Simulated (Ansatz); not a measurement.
Basis-set series for CH$_{6}$BFOSi (`OCB[SiH2]F`). Total charge 0; spin multiplicity 1. The geometry is a stationary point of PBE0-D4/def2-TZVP. It is one conformer, not always the lowest.

```csv
functional,basis,functions,energy (Eh),HOMO (eV),LUMO (eV)
PBE0-D4,def2-SVP,104,-530.48071,-8.10,-0.78
PBE0-D4,def2-TZVPP,250,-530.87694,-8.19,-0.92
ωB97M-V,def2-SVP,104,-530.73949,-10.32,1.28
ωB97M-V,def2-TZVPP,250,-531.14538,-10.43,1.01
```

Question: Give the rows for def2-QZVPP. (Estimate.)

Answer: Computed: 
```
functional       basis  functions  energy (Eh)  HOMO (eV)  LUMO (eV)
   PBE0-D4  def2-QZVPP        478   -530.90089      -8.22      -0.96
   ωB97M-V  def2-QZVPP        478   -531.16789     -10.46       0.87
```

Positive LUMOs are unbound and depend on the basis.
